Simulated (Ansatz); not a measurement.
Compare A (`FC1=CS[SiH2]1`) with its isomer B (`FC1=C(S)[SiH2]1`).

Calculated with Ansatz (gas phase, PBE0-D4/def2-TZVP geometries, no zero-point term in ΔE). CCSD(T)/CBS adds triple-zeta CCSD(T) − MP2 to the extrapolated MP2 energy (def2 sets, frozen cores). Functionals use def2-TZVPP. B3LYP here is the variant with VWN-RPA as its local correlation; programs differ in this. Each species was taken in one conformer, which may not be the lowest.

A:

Z-matrix (Å, degrees):
```
Si
S 1 2.164
C 1 2.426 2 45.5
C 1 1.857 2 78.6 3 -0.0
H 1 1.482 2 114.9 3 -115.2
H 1 1.482 2 114.9 3 115.2
H 3 1.085 2 121.5 1 180.0
F 4 1.331 1 136.4 2 -180.0
```

B:

```xyz
8

F    -1.1955   -1.7039   -0.6939
C    -0.6887   -0.5604   -0.2619
C     0.5411   -0.1374    0.0166
S     2.1822   -0.6393    0.0388
Si   -0.7468    1.1391    0.2881
H     1.9918   -1.8994   -0.3954
H    -0.9110    2.2781   -0.6490
H    -1.1731    1.5232    1.6566
```

Question: Which isomer does CCSD(T)/CBS put lower? Give the gap. (Best estimate.)

Answer: Computed: A, by 33.8 kcal/mol.

Question: Give E(B) − E(A) in kcal/mol with CCSD(T)/def2-SVP, LDA (SPW92), MP2/def2-TZVPP, ωB97M-V, CCSD/def2-TZVPP, B2PLYP, B3LYP. (Estimate.)

Answer: The calculation gave: CCSD(T)/def2-SVP 30.5, LDA (SPW92) 31.0, MP2/def2-TZVPP 32.6, ωB97M-V 32.7, CCSD/def2-TZVPP 33.0, B2PLYP 31.8, B3LYP 30.8. None reverses the order clearly.

Question: Does the order hold for the free energy at 298.15 K (harmonic terms from PBE0-D4)? (Best estimate.)

Answer: Ansatz gave: Yes: G(B) − G(A) = +31.6 kcal/mol, for one conformer each.

Largest T1 diagnostic: 0.014.

From BLYP to BHLYP (50 % exact exchange), in def2-TZVPP and without D4, E(B) − E(A) moves by +3.2 kcal/mol. At CCSD(T), def2-SVP lies −3.3 kcal/mol from the extrapolated value and def2-TZVPP −0.8 kcal/mol.
